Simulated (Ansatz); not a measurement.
`C[SiH2][B](C)[AlH2]` + CH₃OH → `CO[B](C)[AlH2]` + `C[SiH3]`  (cleavage of the B–Si bond)

Computed with Ansatz on PBE0-D4/def2-TZVP structures; ΔE is electronic, products minus reactants. CCSD(T)/CBS is the MP2 limit (def2-TZVPP, def2-QZVPP) plus CCSD(T) − MP2 in def2-TZVPP, frozen cores. This one scheme is used for every species. Functionals use def2-TZVPP. B3LYP here is the variant with VWN-RPA as its local correlation; programs differ in this. One conformer a species, not always the lowest.

Q: Is it downhill or uphill in electronic energy at CCSD(T)/CBS, and by how much? (An estimate is asked.)

A: Computed: Downhill: ΔE = -37.0 kcal/mol.

Q: What do these levels give: PBE-D4, r2SCAN-D4, PBE0-D4, B3LYP-D4, PBE, r2SCAN, MP2/def2-TZVPP, CCSD/def2-TZVPP, CCSD(T)/def2-TZVPP, SCS-MP2/def2-QZVPP, HF/CBS(def2), MP2/CBS(def2)? (Estimate.)

A: The calculation gave: PBE-D4 -35.3, r2SCAN-D4 -37.1, PBE0-D4 -35.4, B3LYP-D4 -38.2, PBE -35.9, r2SCAN -37.3, MP2/def2-TZVPP -38.9, CCSD/def2-TZVPP -37.8, CCSD(T)/def2-TZVPP -37.9, SCS-MP2/def2-QZVPP -38.8, HF/CBS(def2) -40.2, MP2/CBS(def2) -38.0 kcal/mol.

Largest T1 diagnostic among the species: 0.013.

The D4 term adds +1.0 kcal/mol with B3LYP and +0.6 kcal/mol with PBE0; it sums over pairs of atoms, weighted by their polarisabilities, and B3LYP, whose exchange is more repulsive, gets the larger term. In def2-TZVPP, CCSD(T) changes the Hartree–Fock value by +2.2 kcal/mol (the triples alone add −0.1 kcal/mol) and MP2 by +1.2 kcal/mol.
